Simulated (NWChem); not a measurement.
System: C₂H₆OSi; SMILES C=CO[SiH3]

NWChem printed, in part:

```
             Northwest Computational Chemistry Package (NWChem) 7.3.0
             --------------------------------------------------------

 C1  symmetry detected

                             Geometry "geometry" -> ""
                             -------------------------

 Output coordinates in angstroms (scale by  1.889725989 to convert to a.u.)

  No.       Tag          Charge          X              Y              Z
 ---- ---------------- ---------- -------------- -------------- --------------
    1 C                    6.0000     0.10085778     2.36534655    -0.07916228
    2 C                    6.0000    -0.36436587     1.12536052     0.06702233
    3 O                    8.0000     0.43793512     0.03816055     0.11156672
    4 Si                  14.0000    -0.03949852    -1.56195073    -0.03647146
    5 H                    1.0000     1.17069020     2.55638750    -0.18714801
    6 H                    1.0000    -0.59292925     3.20639828    -0.08595556
    7 H                    1.0000    -1.44134653     0.93048958     0.17893055
    8 H                    1.0000    -0.31556736    -1.90436713    -1.46340650
    9 H                    1.0000     1.08821123    -2.37914768     0.48017218
   10 H                    1.0000    -1.27851147    -1.79197727     0.76831377

 Effective nuclear repulsion energy (a.u.)     157.9771380503

                                 NWChem DFT Module
                                 -----------------

 Summary of "ao basis" -> "ao basis" (spherical)
 ------------------------------------------------------------------------------
       Tag                 Description            Shells   Functions and Types
 ---------------- ------------------------------  ------  ---------------------
 C                          def2-svp                 6       14   3s2p1d
 O                          def2-svp                 6       14   3s2p1d
 Si                         def2-svp                 8       18   4s3p1d
 H                          def2-svp                 3        5   2s1p

            General Information
            -------------------
          SCF calculation type: DFT
          Wavefunction type:  closed shell.
          No. of atoms     :    10
          No. of electrons :    40
           Alpha electrons :    20
            Beta electrons :    20
          Charge           :     0
          Spin multiplicity:     1
          Use of symmetry is: off; symmetry adaption is: off
          Maximum number of iterations: 150
          AO basis - number of functions:    90
                     number of shells:    44
          Convergence on energy requested:  1.00D-06
          Convergence on density requested:  1.00D-05
          Convergence on gradient requested:  5.00D-04

              XC Information
              --------------
                   Becke 97-2 Method XC Functional
                     Hartree-Fock (Exact) Exchange  0.210
                 Becke 1997-2  Exchange Functional  1.000
                Becke 1997-2 Correlation Potential  1.000

             Grid Information
             ----------------
          Grid used for XC integration:  medium
          Radial quadrature: Mura-Knowles
          Angular quadrature: Lebedev.
          Tag              B.-S. Rad. Rad. Pts. Rad. Cut. Ang. Pts.
          ---              ---------- --------- --------- ---------
          C                   0.70       49          12.0       434
          O                   0.60       49          10.0       434
          Si                  1.10       88          12.0       590
          H                   0.35       45          13.0       434
          Grid pruning is: on
          Number of quadrature shells:   505
          Spatial weights used:  Erf1

      Superposition of Atomic Density Guess
      -------------------------------------

 Sum of atomic energies:        -441.67499331

      Non-variational initial energy
      ------------------------------

 Total energy =    -443.593507
 1-e energy   =    -920.768776
 2-e energy   =     319.198131
 HOMO         =      -0.288404
 LUMO         =       0.040672

     ---------------------------------------------
      Total Density - Mulliken Population Analysis
     ---------------------------------------------

    Atom       Charge   Shell Charges
 -----------   ------   -------------------------------------------------------
    1 C    6     6.40   1.99  0.97  0.27  2.09  1.05  0.02
    2 C    6     5.66   1.99  0.93  0.23  1.72  0.73  0.07
    3 O    8     8.71   1.99  1.09  0.66  3.03  1.92  0.01
    4 Si  14    13.25   2.00  1.99  0.96  0.26  5.94  1.02  0.90  0.18
    5 H    1     0.89   0.66  0.21  0.03
    6 H    1     0.88   0.66  0.20  0.03
    7 H    1     0.93   0.68  0.23  0.02
    8 H    1     1.09   0.70  0.38  0.01
    9 H    1     1.09   0.70  0.38  0.01
   10 H    1     1.09   0.70  0.38  0.01

   convergence    iter        energy       DeltaE   RMS-Dens  Diis-err
 ---------------- ----- ----------------- --------- --------- ---------
 d= 0,ls=0.0,diis     1   -444.2241028875 -6.02D+02  1.10D-02  4.33D-01
 d= 0,ls=0.0,diis     2   -444.2237771452  3.26D-04  5.98D-03  5.53D-01
 d= 0,ls=0.0,diis     3   -444.2801437217 -5.64D-02  1.14D-03  2.51D-02
 d= 0,ls=0.0,diis     4   -444.2826870186 -2.54D-03  2.84D-04  5.95D-04
 d= 0,ls=0.0,diis     5   -444.2827618101 -7.48D-05  7.06D-05  2.42D-05
  Resetting Diis
 d= 0,ls=0.0,diis     6   -444.2827638191 -2.01D-06  2.92D-05  1.23D-05
 d= 0,ls=0.0,diis     7   -444.2827653289 -1.51D-06  1.51D-05  7.15D-07
 d= 0,ls=0.0,diis     8   -444.2827651700  1.59D-07  1.05D-05  1.98D-06
 d= 0,ls=0.0,diis     9   -444.2827654093 -2.39D-07  1.34D-06  2.44D-08

         Total DFT energy =     -444.282765409284
      One electron energy =     -924.117094514692
           Coulomb energy =      364.404052581275
    Exchange-Corr. energy =      -42.546861526188
 Nuclear repulsion energy =      157.977138050320

 Numeric. integr. density =       40.000006635106

                       DFT Final Molecular Orbital Analysis
                       ------------------------------------

 Vector   18  Occ=2.000000D+00  E=-3.465726D-01
              MO Center= -6.9D-02, -1.3D+00, -4.4D-01, r^2= 3.4D+00
   Bfn.  Coefficient  Atom+Function         Bfn.  Coefficient  Atom+Function
  ----- ------------  ---------------      ----- ------------  ---------------
    76      0.350845   8 H  s                52     -0.256928   4 Si pz
    77      0.203013   8 H  s                81     -0.201345   9 H  s
    34      0.192620   3 O  pz               20      0.175755   2 C  pz
    55     -0.146762   4 Si pz               86     -0.145023  10 H  s
    37      0.139365   3 O  pz               49      0.139658   4 Si pz

 Vector   19  Occ=2.000000D+00  E=-3.266764D-01
              MO Center= -6.5D-02, -2.2D-01,  2.1D-01, r^2= 3.0D+00
   Bfn.  Coefficient  Atom+Function         Bfn.  Coefficient  Atom+Function
  ----- ------------  ---------------      ----- ------------  ---------------
    32      0.439640   3 O  px               35      0.318964   3 O  px
    86      0.230529  10 H  s                71      0.214112   7 H  s
    18     -0.180100   2 C  px               87      0.147196  10 H  s
    50     -0.139422   4 Si px               72      0.138029   7 H  s
     3     -0.131736   1 C  s                33      0.130219   3 O  py

 Vector   20  Occ=2.000000D+00  E=-2.400407D-01
              MO Center=  2.5D-02,  1.4D+00, -2.4D-02, r^2= 2.4D+00
   Bfn.  Coefficient  Atom+Function         Bfn.  Coefficient  Atom+Function
  ----- ------------  ---------------      ----- ------------  ---------------
     6      0.405925   1 C  pz               34     -0.327664   3 O  pz
    20      0.313481   2 C  pz                9      0.302758   1 C  pz
    37     -0.275443   3 O  pz               23      0.195488   2 C  pz
    77     -0.114715   8 H  s                76     -0.085287   8 H  s
    87      0.075050  10 H  s                55     -0.069678   4 Si pz

 Vector   21  Occ=0.000000D+00  E= 2.075236D-02
              MO Center= -1.7D-01, -1.5D+00, -6.1D-02, r^2= 3.8D+00
   Bfn.  Coefficient  Atom+Function         Bfn.  Coefficient  Atom+Function
  ----- ------------  ---------------      ----- ------------  ---------------
    54      1.136855   4 Si py               31     -0.568508   3 O  s
    82      0.419085   9 H  s                72      0.308107   7 H  s
    87      0.289985  10 H  s                17     -0.288503   2 C  s
    51      0.232535   4 Si py               77      0.206585   8 H  s
    21      0.197485   2 C  px               46     -0.189044   4 Si s

 Vector   22  Occ=0.000000D+00  E= 2.462356D-02
              MO Center= -1.2D-01,  1.3D+00, -3.7D-02, r^2= 3.4D+00
   Bfn.  Coefficient  Atom+Function         Bfn.  Coefficient  Atom+Function
  ----- ------------  ---------------      ----- ------------  ---------------
    23     -0.624278   2 C  pz                9      0.592945   1 C  pz
    20     -0.442270   2 C  pz               87     -0.389551  10 H  s
     6      0.372309   1 C  pz               53     -0.332844   4 Si px
    55      0.325482   4 Si pz               77      0.265545   8 H  s
    82      0.180879   9 H  s                37      0.175831   3 O  pz

 Vector   23  Occ=0.000000D+00  E= 7.018249D-02
              MO Center= -3.0D-01, -1.3D+00, -3.3D-02, r^2= 4.4D+00
   Bfn.  Coefficient  Atom+Function         Bfn.  Coefficient  Atom+Function
  ----- ------------  ---------------      ----- ------------  ---------------
    53      1.267015   4 Si px               82     -1.097962   9 H  s
    77      0.739100   8 H  s                55      0.657037   4 Si pz
    17      0.648050   2 C  s                87      0.607058  10 H  s
    72     -0.597394   7 H  s                31     -0.242097   3 O  s
    21     -0.231892   2 C  px               50      0.200585   4 Si px

[...]
```

Level: B97-2/def2-SVP. Structure relaxed at the PBE0/def2-SVP level.

Question: Which NWChem input produces such a log?

Answer: This is not unique; one that fits is the input that was run:
```
start job
memory heap 200 mb stack 900 mb global 1100 mb
geometry units angstroms noautoz
  C      0.073918     2.366326    -0.082867
  C     -0.351887     1.122783     0.135443
  O      0.452055     0.040589     0.034407
  Si    -0.034837    -1.561935    -0.036778
  H      1.107662     2.564684    -0.373945
  H     -0.615223     3.202921     0.035235
  H     -1.391968     0.920533     0.431605
  H     -0.552540    -1.900237    -1.395874
  H      1.170019    -2.373987     0.272017
  H     -1.113987    -1.803236     0.969678
end
basis spherical
  * library def2-svp
end
dft
  xc becke97-2
  iterations 150
  mulliken
end
task dft energy
```
